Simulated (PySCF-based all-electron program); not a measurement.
The numbers below are computed, except where a source is named.
Distorting WCl2O2, singlet

Method: all-electron DFT (in-house code on PySCF), basis-limit composite values; Koelling–Harmon scalar relativity, no spin–orbit coupling, spin-restricted. Forces are good to about 0.015 eV/Å. Atoms are numbered as listed.

Shape A:

```xyz
5

W     0.0000    0.0000    0.0000
O     1.0231    0.0000    1.3751
O     1.0231    0.0000   -1.3751
Cl   -1.3522    2.0782    0.0000
Cl   -1.2293   -1.8893    0.0000
```

PBE forces:

```tsv
atom	Fx	Fy	Fz (eV/Å)
W1	-0.894	2.102	0.000
O2	-0.275	-0.047	-0.453
O3	-0.275	-0.047	0.453
Cl4	1.349	-2.083	0.000
Cl5	0.095	0.076	0.000
```

Task: What forces does HSE06 give in shape A?

Result: The forces move by 1.167 eV/Å (r.m.s. over the atoms) from PBE.

```csv
atom,Fx,Fy,Fz (eV/Å)
W1,0.593,2.093,0.000
O2,-1.185,-0.048,-1.621
O3,-1.185,-0.048,1.621
Cl4,1.513,-2.365,0.000
Cl5,0.264,0.367,0.000
```

Shape B:

```xyz
5

W     0.0000    0.0000    0.0000
O     1.1254    0.0000    1.5127
O     1.0231    0.0000   -1.3751
Cl   -1.2293    1.8893    0.0000
Cl   -1.2293   -1.8893    0.0000
```

Against shape A, W1–O2 goes from 1.714 to 1.885 Å, W1–Cl4 goes from 2.479 to 2.254 Å.

PBE forces:

```tsv
atom	Fx	Fy	Fz (eV/Å)
W1	3.882	0.000	4.251
O2	-3.548	0.000	-4.701
O3	-0.493	0.000	0.512
Cl4	0.079	-0.152	-0.031
Cl5	0.079	0.152	-0.031
```

Task: What forces does HSE06 give in shape B?

Result: The forces move by 1.143 eV/Å (r.m.s. over the atoms) from PBE.

```
atom      Fx      Fy  Fz (eV/Å)
  W1   5.335   0.000      4.125
  O2  -4.384   0.000     -5.761
  O3  -1.445   0.000      1.709
 Cl4   0.247  -0.455     -0.036
 Cl5   0.247   0.455     -0.036
```
